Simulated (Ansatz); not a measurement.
Gas-phase electronic energies from Ansatz, PBE0-D4/def2-TZVP geometries. CBS: MP2 limit from def2 TZ/QZ plus the TZ coupled-cluster correction, frozen cores. Functionals use def2-TZVPP. For Ge outer-core shells are correlated without core-valence functions, which leaves a few kJ/mol of doubt a bond. Scalar relativity is left out up to krypton.

Reaction (formal exchange of groups at the Al–Si bond): `[AlH2][SiH2][SiH3]` + `C[CH2][GeH3]` → `C[CH]([AlH2])[GeH3]` + `[SiH3][SiH3]`

```csv
level,ΔE (kJ/mol)
r2SCAN-D4,19.2
ωB97X-V,16.4
ωB97M-V,9.9
B2PLYP,15.6
PBE,28.5
HF/def2-TZVPP,17.9
CCSD(T)/def2-TZVPP,15.5
SCS-MP2/def2-QZVPP,8.3
```

**Question.** What does CCSD(T)/CBS give? (Best estimate.)

**Answer.** The calculation gave: +14.2 kJ/mol. The listed levels differ from it by 5.0, 2.2, -4.3, 1.4, 14.3, 3.7, 1.3, -5.9 kJ/mol.

Largest T1 diagnostic among the species: 0.013.

The D4 term adds −4.0 kJ/mol with B3LYP and −2.1 kJ/mol with PBE0; it sums over pairs of atoms, weighted by their polarisabilities, and B3LYP, whose exchange is more repulsive, gets the larger term.

B3LYP here is the variant with VWN-RPA as its local correlation; programs differ in this.
